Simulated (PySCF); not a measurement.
Vertical excitations of a molecule C₃H₄ClNSi from TDA-PBE/def2-SVPD in PySCF 2.14.0, as energy in eV (oscillator strength): 3.08 (0.000), 4.31 (0.004), 4.58 (0.008), 4.97 (0.042), 5.62 (0.005), 5.92 (0.006), 6.05 (0.001), 6.11 (0.070), 6.50 (0.024), 6.59 (0.017). Lowest triplet (TDA): 2.64 eV. Geometry optimised at B3LYP-D3(BJ)/def2-SVP. The values are those of a single conformer.

Which molecule gave these data?
A. N#C/C=C(\[SiH3])Cl
B. Cl[Si@H]1C=CC=N1
C. ClC1=CC=N[SiH2]1
D. N#C/C([SiH3])=C/Cl

B, Cl[Si@H]1C=CC=N1
